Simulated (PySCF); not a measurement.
BFHO, charge +1.

```xyz
4

O      0.0000     0.0000     1.1884
B      0.0000     0.0000    -0.0338
F      0.0000     0.0000    -1.2772
H      0.0000     0.0000     2.1565
```
Charge +1, spin multiplicity 1.

Coordinates come from a B3LYP-D3(BJ)/def2-TZVP optimisation. A frequency run showed that this geometry is not a minimum. The isomer is the one that the SMILES or the coordinates give; other isomers of the formula were not compared.

Method: B3LYP/pcSseg-2 (PySCF). Non-relativistic, no solvent.

Task: Give the absolute GIAO shielding of each atom: isotropic value and principal components (ppm). (The exact figures need the calculation; the answer reports its results.)

Result: 
```
atom  σ(iso)    σ11    σ22    σ33   span
----  ------  -----  -----  -----  -----
O1     288.2  225.2  225.2  414.2  189.0
B2     101.7   43.3   43.3  218.5  175.2
F3     340.0  268.1  268.1  483.9  215.8
H4      23.6   15.2   15.2   40.3   25.1
```
